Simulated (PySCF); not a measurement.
# Ge: excitation energy

Ge [Ar] 3d10 4s2 4p2 (3P) → Ge [Ar] 3d10 4s1 4p2 5s1 (5P), as a difference of total energies. Computed with PySCF 2.14 in aug-cc-pVTZ-PP with one added diffuse shell each of s, d, f type with ECP10MDF (7s5p5d3f, 68 functions), with scalar relativity through the core potential. Correlated levels: valence: 3s2 3p6 3d10 frozen. The calculations carry no spin-orbit coupling.

```csv
method,excitation energy (eV)
UHF,9.129
LDA,11.474
PBE,11.165
PBE0,10.904
r2SCAN,10.925
BHandHLYP,11.112
wB97X-V,11.157
MN15,11.121
r2SCANh,10.857
MP2 (valence),10.139
SCS-MP2 (valence),10.454
```

Question: How much does correlation contribute at MP2 (valence)?

Answer: 10.139 − (9.129) = 1.010 eV, measured against UHF.

The upper state lies above the first ionisation limit, but in LS coupling its spin forbids autoionisation to the ground ion. A Rydberg-like electron needs more diffuse functions than a valence basis has.

The promoted electron is Rydberg-like, and one or two diffuse shells describe it only roughly, which tends to raise the upper state.
